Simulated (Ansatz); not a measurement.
```yaml
crystal:
  periodic: [true, true, true]
  atoms:
    - {symbol: Si, position_ang: [0.016641, 1.144586, 0.460803]}
    - {symbol: O, position_ang: [0.203740, -0.441612, 0.114498]}
    - {symbol: In, position_ang: [-0.437594, -1.723263, -1.270572]}
    - {symbol: Cl, position_ang: [0.330711, -3.933153, -1.041243]}
    - {symbol: H, position_ang: [0.496203, 2.009490, -0.655325]}
    - {symbol: H, position_ang: [0.803741, 1.457842, 1.681947]}
    - {symbol: H, position_ang: [-1.413431, 1.486119, 0.709903]}
basis:
  gaussian: {orbitals: ANO-RCC-VTZP, final_grid: {core_spheres: 8, valence_spheres: 7, degree: 23}}
magnetization: {spin_polarized: true, initial_magnetization: 1}
hamiltonian: {xc: {name: B2PLYP}}
```

```sh
$ ansatz run in.yaml --threads 4 --pin off --events-out ev --progress --plain --max-ram 10444MiB
```

It prints (some lines left out):

```
Error: YAML parse error: error: line 2 column 3: crystal: missing field `lattice` (a structure is typed as `lattice` and `atoms`, a molecule's as `atoms` in Å alone, or read from a run's directory, `checkpoint`)
 --> <input>:2:3
1 | crystal:
2 |   periodic: [true, true, true]
3 |   atoms:
4 |     - {symbol: Si, position_ang: [0.016641, 1.144586, 0.460803]}
```

In this input the molecule is marked periodic without a cell. The program refused the input.
